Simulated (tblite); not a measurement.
Compound: C4H9NSSi2.
Structure used (GFN2-xTB), in Å, numbered top down from 1:
```
atom  x, y, z in Å
C1     2.6806    0.2879   -0.1480
S2     1.4867   -0.7760   -0.9972
C3     0.1298   -0.7388    0.2302
C4    -1.0938   -1.5209   -0.2931
Si5   -2.5433   -0.3595    0.2116
Si6   -0.6839    0.9773    0.6590
C7    -0.2114    2.2810   -0.5909
N8     0.0495    3.0861   -1.3643
H9     2.9011   -0.1219    0.8343
H10    2.2739    1.2933   -0.0638
H11    3.5791    0.3000   -0.7561
H12    0.5326   -1.2110    1.1306
H13   -1.1248   -2.5383    0.0942
H14   -1.0287   -1.6086   -1.3787
H15   -3.4840   -0.0464   -0.8651
H16   -3.2985   -0.8418    1.3732
H17   -0.1720    1.5496    1.9141
```

Level: GFN2-xTB in tblite, geometry and Hessian alike; calculated harmonic values, unscaled, isolated species. Against measured fundamentals such values can be off by several per cent, at times by over 20. Modes of hydrogen on silicon can be 10 to 20 % off. One conformer, not necessarily the lowest.

Harmonic wavenumbers (cm⁻¹): 37.6, 63.5, 74.1, 82.4, 148.8, 158.2, 242.5, 265.5, 289.3, 333.0, 357.0, 413.7, 416.5, 469.9, 506.7, 541.6, 619.3, 630.8, 669.2, 718.9, 736.0, 744.8, 785.0, 803.4, 946.2, 949.5, 1013.3, 1071.8, 1139.2, 1215.8, 1233.8, 1319.8, 1448.1, 1450.9, 1477.7, 2170.6, 2213.8, 2243.2, 2329.7, 2907.1, 2978.3, 3000.3, 3004.5, 3015.2, 3060.9.

A = 1448, B = 1019, C = 699.0 MHz; mass 158.999 u (most abundant isotopes); point group C1, symmetry number 1.

Question: Zero-point energy?

Answer: ½Σν̃ = 25149 cm⁻¹ = 300.85 kJ/mol.

Question: Give the ideal-gas entropy at 298.15 K and 1 bar in the rigid-rotor, harmonic-oscillator model (classical rotation).

Answer: Translation 172.07, rotation 126.03, vibration 154.26: S = 452.4 J/(mol K).

Question: And Cp and H(298.15 K) − H(0)?

Answer: Cp = 182.62 J/(mol K), of which vibrations give 149.36 (their classical limit is 45 R = 374.2); H(298.15 K) − H(0) = 33.52 kJ/mol without the zero-point energy, 23.61 from vibrations.

Question: Which modes carry the vibrational entropy at 298.15 K?

Answer: 37.6 cm⁻¹: 22.52; 63.5 cm⁻¹: 18.18; 74.1 cm⁻¹: 16.91; 82.4 cm⁻¹: 16.04; 148.8 cm⁻¹: 11.24; 158.2 cm⁻¹: 10.76 J/(mol K); the other 39 give 58.61 together.

Question: How do the functions run with temperature in this model?

Answer: 
| T (K) | S (J/(mol K)) | Cp (J/(mol K)) | H − H(0) (kJ/mol) | G − H(0) (kJ/mol) | ln q(vib) |
| --- | --- | --- | --- | --- | --- |
| 100 | 310.6 | 89.4 | 6.13 | -24.93 | 2.50 |
| 200 | 388.3 | 139.8 | 17.63 | -60.03 | 5.84 |
| 300 | 453.5 | 183.3 | 33.86 | -102.19 | 9.09 |
| 500 | 562.8 | 245.1 | 77.20 | -204.22 | 15.20 |
| 800 | 691.1 | 300.1 | 159.71 | -393.17 | 23.31 |
| 1000 | 760.8 | 324.1 | 222.26 | -538.53 | 28.08 |

q(vib) and H(0) count from the zero-point level.

Hindered rotation and anharmonicity are outside this model. Other conformers, if any are populated, would add a mixing term that is left out. The structure is chiral; the term R ln 2 for an equal mix with its mirror image is left out.

Time: 0.73 s. Hardware: one thread of an Intel Xeon 6975P-C, shared host with 192 logical CPUs at a one-minute load of 68. This covers the Hessian and the dipole derivatives.
